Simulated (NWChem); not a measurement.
**Polarisability of iminoborane (H2BN)**

```xyz
4

B      0.0000     0.0000    -0.7011
N      0.0000     0.0000     0.5488
H      0.0000     0.0000    -1.8910
H      0.0000     0.0000     1.5544
```
Charge 0, spin multiplicity 1.

Everything below was run with NWChem. Structure: optimised with PBE/def2-SVP, a minimum by its harmonic frequencies.

Basis set: def2-SVPD. Static limit.

The correlated methods keep 2 core orbitals frozen. B3LYP has NWChem's definition, with VWN1-RPA local correlation. Coupled-cluster values serve here as a point of comparison, not as the truth.

Problem. For the isotropic polarisability, CCSD linear response gives 22.77 bohr³ and HF gives 21.41 bohr³. What do PBE, B3LYP, PBE0 give?

Solution. PBE: 23.15 bohr³; B3LYP: 22.72 bohr³; PBE0: 22.46 bohr³.
